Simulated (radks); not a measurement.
The numbers below are computed, except where a source is named.
Question: These are the eigenvalues of the occupied orbitals of an atom or ion with whole-number occupations (hartree). Code: a radial shooting solver on a logarithmic mesh with Libxc functionals. Model: scalar-relativistic Kohn-Sham, PBE, spin-polarised, spherical densities, point nucleus.

| orbital | eigenvalue |
|---|---|
| 1s up | -3239.197 |
| 1s down | -3239.197 |
| 2s up | -579.4906 |
| 2s down | -579.4905 |
| 2p up | -496.9845 |
| 2p down | -496.9842 |
| 3s up | -139.2310 |
| 3s down | -139.2308 |
| 3p up | -115.5797 |
| 3p down | -115.5794 |
| 3d up | -91.48641 |
| 3d down | -91.48620 |
| 4s up | -31.64838 |
| 4s down | -31.64799 |
| 4p up | -23.89941 |
| 4p down | -23.89899 |
| 4d up | -14.93846 |
| 4d down | -14.93798 |
| 5s up | -5.45986 |
| 5s down | -5.45878 |
| 4f up | -5.04553 |
| 4f down | -5.04497 |
| 5p up | -3.31659 |
| 5p down | -3.31546 |
| 5d up | -0.94154 |
| 5d down | -0.93637 |
| 6s up | -0.59886 |
| 6s down | -0.57423 |
| 6p up | -0.25834 |
| 7p up | -0.04593 |

Which element is it, and in what charge state? The configuration may be excited. Open shells, if any, are filled with parallel spins first.

Answer: Z = 82, lead, charge 0: Pb in [Hg] 6p1 7p1. The list shows which subshells hold electrons but not how many an open one holds; the 1s level, -3239.2 hartree, gives Z - s = 80.5 by -(Z - s)^2/2, which with screening and relativity narrows Z to a few neighbours, and the depths of the outer levels then fix element, charge and occupations together.
